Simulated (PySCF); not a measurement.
B(OMe)(SH)2 (CH5BOS2), SMILES B(S)(S)OC. Geometry optimised at PBE0-D3(BJ)/def2-SVP. This is a generated structure with no PubChem entry under its InChIKey; it may be hypothetical. The values are those of a single conformer.

Computed equilibrium geometry at PBE0-D3(BJ)/def2-SVP (PySCF confirms it by a frequency run) as Cartesian coordinates in Å, and its point group (one conformer of several):
point group Cs.
```xyz
10

B      0.1163    -0.1369     0.0000
O      1.1800     0.6946     0.0000
C      1.0541     2.0958     0.0000
H      0.5153     2.4490    -0.8952
H      0.5153     2.4490     0.8952
H      2.0628     2.5302     0.0000
S      0.3959    -1.9320     0.0000
H      1.7430    -1.8375     0.0000
S     -1.5815     0.5333     0.0000
H     -2.2118    -0.6591     0.0000
```
Charge 0, spin multiplicity 1.
